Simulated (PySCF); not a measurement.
C3H4F2O, SMILES CO/C(F)=C/F. Geometry optimised at PBE0-D3(BJ)/def2-SVP. One conformer was computed; it need not be the lowest.

Computed equilibrium geometry at PBE0-D3(BJ)/def2-SVP (PySCF confirms it by a frequency run) as bond lengths and angles (one conformer of several):
Atoms: C1 O2 C3 F4 C5 F6 H7 H8 H9 H10. Bonds (Å): C1–O2 1.419, C1–H7 1.096, C1–H8 1.103, C1–H9 1.101, O2–C3 1.328, C3–F4 1.330, C3–C5 1.334, C5–F6 1.330, C5–H10 1.090. Bond angles (°): O2–C1–H7 106.7, O2–C1–H8 110.6, O2–C1–H9 111.2, H7–C1–H8 109.5, H7–C1–H9 109.4, H8–C1–H9 109.4, C1–O2–C3 115.7, O2–C3–F4 115.0, O2–C3–C5 123.1, F4–C3–C5 121.8, C3–C5–F6 121.8, C3–C5–H10 122.0, F6–C5–H10 116.2.
